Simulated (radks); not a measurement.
Values are calculated unless marked as measured or tabulated.
Task: These are the eigenvalues of the occupied orbitals of an atom or ion with whole-number occupations (hartree). Code: a radial shooting solver on a logarithmic mesh with Libxc functionals. Model: scalar-relativistic Kohn-Sham, PBE, spin-polarised, spherical densities, finite nucleus; Fermi nuclear charge, rms radius of each element as measured or else 0.836 A^(1/3) + 0.57 fm.

orbital  eigenvalue
1s up     -693.4079
1s down   -693.4001
2s up     -98.90211
2s down   -98.88925
2p up     -88.54940
2p down   -88.53815
3s up     -18.32228
3s down   -18.30884
3p up     -14.93754
3p down   -14.92301
3d up      -9.40780
3d down    -9.39012
4s up      -4.19686
4p up      -3.26710
4p down    -3.17719
4d up      -1.90419
5d up      -0.84090

Which element is it, and in what charge state? The configuration may be excited. Open shells, if any, are filled with parallel spins first.

Result: Z = 41, niobium, charge +4: Nb4+ in [Ar] 3d10 4s1 4p6 4d1 5d1. The list shows which subshells hold electrons but not how many an open one holds; the 1s level, -693.41 hartree, gives Z - s = 37.2 by -(Z - s)^2/2, which with screening and relativity narrows Z to a few neighbours, and the depths of the outer levels then fix element, charge and occupations together.
